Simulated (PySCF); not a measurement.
A structure optimised at B3LYP-D3(BJ)/def2-SVP, used in a PySCF frequency run:

```xyz
15

In    -0.0323    -0.9693    -0.5946
H     -1.2711    -1.9324     0.1219
H      1.1311    -1.3065    -1.8231
N      0.0504     0.9485     0.1285
C      1.0100     1.9252    -0.3404
C     -0.8191     1.4182     1.1928
C     -0.1345     1.5778     2.5555
H      1.7336     2.2371     0.4395
H      0.5100     2.8505    -0.6967
H      1.5972     1.5237    -1.1811
H     -1.2690     2.3919     0.9026
H     -1.6620     0.7147     1.3023
H      0.6950     2.3011     2.5148
H     -0.8503     1.9359     3.3136
H      0.2758     0.6130     2.8957
```
Charge 0, spin multiplicity 1.

Task: Write its SMILES and formula.

Result: CC[N](C)[InH2], C3H10InN

Task: What are its rotational constants (standard atomic weights)?

Result: 5.1797, 1.3466, 1.1479 GHz
